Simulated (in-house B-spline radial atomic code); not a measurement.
Xe3+: [Ar] (3d3/2)4 (3d5/2)5 4s2 4p6 (4d3/2)3 (4d5/2)6 5s2 5p5 (with a hole in an inner shell)

Level of theory: Dirac-Kohn-Sham PBE, spherical fractional occupations, Fermi nucleus of rms radius 4.7859 fm; calculated with a B-spline radial code for spherical atoms.

Effective charges: Z_r = [3n² - l(l+1)]/(2<r>) from the radius, Z_e = n√(-2ε) from the energy, and Slater's rules. Values are occupation-weighted means over j. An effective charge above Z reflects the relativistic contraction of the inner shells.

```
shell  electrons   ε (eV)  <r> (bohr)    Z_r    Z_e  Slater
   1s          2   -34441     0.02666  56.27  50.31   53.70
   2s          2  -5441.9      0.1141  52.57  40.00   49.85
   2p          6  -4902.6         0.1  49.98  37.96   49.85
   3s          2  -1174.7      0.3041  44.39  27.88   42.75
   3p          6  -999.52      0.3015  41.45  25.71   42.75
   3d          9  -738.41      0.2774  37.85  22.10   33.20
   4s          2  -253.69      0.7005  34.26  17.27   27.10
   4p          6   -196.5      0.7414  31.02  15.20   27.10
   4d          9  -111.52      0.8254  25.44  11.45   16.20
   5s          2  -55.948       1.651  22.71  10.14   10.45
   5p          5  -41.332       1.875  19.47   8.71   10.45
```

The least bound orbital is 5p3/2 at -40.65 eV, and it is also the most diffuse (<r> = 1.896 bohr). The part-filled 3d shell lies below the filled 5s shell in orbital energy.

For the 1s electron the small component carries 3.96 % of the norm, the zero-frequency Breit interaction raises the level by 87.08 eV, self-energy by 50 eV, and vacuum polarisation lowers it by 7.007 eV.
